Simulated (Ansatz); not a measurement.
Reaction (cleavage of the Al–Ge bond): `C#[C][AlH][GeH3]` + H–F → `C#[C][AlH][F]` + GeH₄

Isolated molecules relaxed with PBE0-D4/def2-TZVP in Ansatz; ΔE leaves out vibrations. CBS: MP2 limit from def2 TZ/QZ plus the TZ coupled-cluster correction, frozen cores. This one scheme is used for every species. DFT in def2-TZVPP. HSE06 is defined as in plane-wave codes. For Ge outer-core shells are correlated without core-valence functions, which leaves a few kJ/mol of doubt a bond. Scalar relativity is left out up to krypton.

Is it downhill or uphill in electronic energy at CCSD(T)/CBS, and by how much? (Best estimate.)

Ansatz gave: Downhill: ΔE = -158.8 kJ/mol.

What do these levels give: PBE, BLYP, HSE06, CAM-B3LYP, LC-ωPBE, HF/def2-TZVPP? (Estimate.)

Ansatz gave: PBE -148.4, BLYP -169.2, HSE06 -149.4, CAM-B3LYP -176.3, LC-ωPBE -163.8, HF/def2-TZVPP -181.9 kJ/mol.

Largest T1 diagnostic among the species: 0.013.

The D4 term adds +5.3 kJ/mol with B3LYP and +3.1 kJ/mol with PBE0; it sums over pairs of atoms, weighted by their polarisabilities, and B3LYP, whose exchange is more repulsive, gets the larger term. At CCSD(T), def2-SVP lies −15.7 kJ/mol from the extrapolated value and def2-TZVPP −1.7 kJ/mol. Leaving LDA and LC-ωPBE aside and taking each functional with its dispersion term where it has one, the values, not all of them listed here, spread over 29.0 kJ/mol, from B97M-V to PBE-D4.

B3LYP here is the variant with VWN-RPA as its local correlation; programs differ in this.
